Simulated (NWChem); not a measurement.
C2H5O2 cation; SMILES C([OH+]C)=O

```xyz
9

C      0.1507     1.7751     0.1547
O     -0.3507     0.3903     0.1541
C      0.3955    -0.8579    -0.2077
O     -0.1719    -1.8628    -0.1419
H      1.1945     1.7200    -0.1756
H     -0.4569     2.3479    -0.5552
H      0.0816     2.1529     1.1811
H     -1.2809     0.2325     0.4233
H      1.4208    -0.5595    -0.4895
```
Atoms are numbered in this order, from 1.

All runs: NWChem. Pople sets run with spherical d functions. STO-3G and 3-21G are far too small for this property and stand as cheap habits. Geometry: optimised at PBE0/def2-SVP. GIAO values for the isolated, static molecule; σ is the absolute isotropic shielding, δ = σ(reference) − σ with the isolated reference molecule computed at the same levels (13C: tetramethylsilane, 1H: tetramethylsilane, 17O: water).

| level | δ C1 (ppm) | δ O2 (ppm) | δ C3 (ppm) | δ O4 (ppm) | δ H5 (rotor mean) (ppm) | δ H8 (ppm) | δ H9 (ppm) |
|---|---|---|---|---|---|---|---|
| B3LYP/6-31G* | 60.5 | 136.1 | 129.1 | 423.6 | 5.00 | 6.18 | 7.38 |
| Hartree-Fock/STO-3G | 67.2 | 23.9 | 105.5 | 452.2 | 5.24 | 6.81 | 8.17 |
| Hartree-Fock/6-31G* | 60.7 | 100.6 | 131.8 | 452.6 | 5.23 | 6.64 | 7.79 |
